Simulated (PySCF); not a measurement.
**TDDFT excited states: C5H16Si2**

Compound: C5H16Si2.
SMILES: `CC[C@H](C)[SiH2]C[SiH3]`

Theory: TDDFT wB97X-D/def2-SVPD, vertical, gas phase, core orbitals frozen in the response (PySCF 2.14.0, density-fitted response routines). Isolated species at its PBE0-D3(BJ)/def2-SVP geometry (one conformer only). Torsions of this conformer, `[CH3:1][CH2:2][C@H:3]([CH3:4])[SiH2:5][CH2:6][SiH3:7]`: C1–C2–C3–C4 -63°, C2–C3–Si5–C6 51°, C3–Si5–C6–Si7 58°.

Problem. Predict the UV-vis stick spectrum at this level.

Solution. 

```
state  E (eV)  λ (nm)  ν̃ (cm⁻¹)       f   main configurations (H = HOMO, L = LUMO)
   S1    7.71   160.9      62170  0.0043                                  H→L (74%)
   S2    7.96   155.7      64240   0.013                                H→L+1 (77%)
   S3    8.14   152.4      65630   0.021                 H-1→L (71%), H-1→L+1 (13%)
   S4    8.43   147.1      67960   0.037                    H→L+4 (48%), H→L+5 (9%)
   S5    8.52   145.5      68750   0.011                                H-2→L (46%)
   S6    8.58   144.6      69170   0.116  H-1→L+1 (40%), H-2→L (12%), H-1→L+5 (10%)
   S7    8.70   142.5      70190   0.072                   H→L+3 (43%), H→L+2 (27%)
   S8    8.72   142.1      70350   0.036     H→L+5 (19%), H→L+2 (10%), H-1→L+4 (8%)
   S9    8.78   141.2      70840  0.0040                   H-3→L (20%), H→L+5 (12%)
  S10    8.80   140.9      70990   0.013    H-1→L+4 (25%), H-1→L+6 (9%), H-3→L (9%)
```

Triplets, Tamm–Dancoff:

```
state  E (eV)  λ (nm)  main configurations (H = HOMO, L = LUMO)
   T1    7.49   165.5                    H→L (60%), H→L+2 (10%)
   T2    7.71   160.9                  H→L+1 (45%), H-1→L (25%)
   T3    7.82   158.6                  H-1→L (43%), H→L+1 (18%)
   T4    8.12   152.7  H-1→L+1 (34%), H→L+4 (16%), H-1→L+5 (9%)
```

The lowest singlet comes at 161 nm (744 kJ/mol) in the vacuum ultraviolet; it is very weak; its leading configuration is HOMO→LUMO (74%). The strongest level in the table is S6 at 8.58 eV (145 nm, f = 0.116). Löwdin shares by element: HOMO carbon 46% or more, silicon 18% or more (atoms not listed hold the other 36%); LUMO silicon 37%, carbon 9% or more, hydrogen 6% or more (atoms not listed hold the other 48%). Of the 10 states listed, 8 reach f = 0.01 and none stays under 0.0005. Orbital energies (eV): HOMO-3 -11.11, HOMO-2 -10.77, HOMO-1 -10.37, HOMO -9.73, LUMO 1.92, LUMO+1 2.29, LUMO+2 2.48. The listed states span 1.09 eV, and the widest gap between neighbours is 0.29 eV (S3 to S4). No computed singlet lies in the visible range (380 to 750 nm); the lowest, at 161 nm, stands 4.45 eV above its violet end (3.26 eV). All these states lie below the vertical ionisation energy of 9.77 eV (ΔSCF). Only the lowest 10 singlets were computed, as vertical energies without vibronic structure.
